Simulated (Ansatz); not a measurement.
Basis sets compared for Sn(vinyl)3(NMe2) (C₈H₁₅NSn). The state is a singlet with charge 0. Geometry PBE-D4/def2-SVP. Ansatz on 2 threads of AMD EPYC 7R13 on a shared host and a share (18 GiB) of an NVIDIA H100 80GB HBM3; times are rough, and most runs start from earlier orbitals.

Cartesian coordinates in Å:
```
Sn -0.006 0.082 0.201
C -1.864 -1.002 0.470
C -2.957 -0.420 0.999
H -1.913 -2.062 0.161
H -2.960 0.636 1.323
H -3.908 -0.968 1.138
C 1.450 -0.657 1.605
C 1.100 -1.383 2.682
H 2.514 -0.412 1.434
H 0.049 -1.652 2.892
H 1.846 -1.749 3.412
C -0.372 2.187 0.479
C 0.063 2.841 1.573
H -0.946 2.743 -0.286
H 0.637 2.335 2.371
H -0.133 3.917 1.729
N 0.855 -0.162 -1.672
C 0.271 0.532 -2.800
C 1.359 -1.477 -2.006
H 1.027 0.659 -3.613
H -0.061 1.551 -2.511
H -0.608 0.010 -3.266
H 1.822 -1.959 -1.119
H 0.584 -2.185 -2.406
H 2.152 -1.406 -2.790
```

In the def2 sets Sn takes a core potential; there is no spin–orbit coupling. Single mean-field runs in def2-TZVP are fitted with def2-universal-jkfit.

Binding counts from free atoms (Sn triplet, C triplet, H doublet, N quartet) in the same basis, without a counterpoise term.

| level | functions | energy (Eh) | HOMO (eV) | LUMO (eV) | binding per atom (eV) | wall time |
| --- | --- | --- | --- | --- | --- | --- |
| PBE-D4/def2-SVP | 227 | -582.0576 | -4.34 | -1.35 | 4.20 | 3.5 s |
| PBE0-D4/def2-SVP | 227 | -582.1158 | -5.66 | -0.38 | 4.13 | 2.5 s |

Question: Estimate the rows for PBE-D4/def2-TZVP, PBE0-D4/def2-TZVP (with forces).

Answer: 
```
                          level  functions  energy (Eh)  HOMO (eV)  LUMO (eV)  binding per atom (eV)  wall time
               PBE-D4/def2-TZVP        419    -582.4753      -4.51      -1.55                   4.17        2 s
PBE0-D4/def2-TZVP (with forces)        419    -582.5239      -5.78      -0.57                   4.10      2.6 s
```
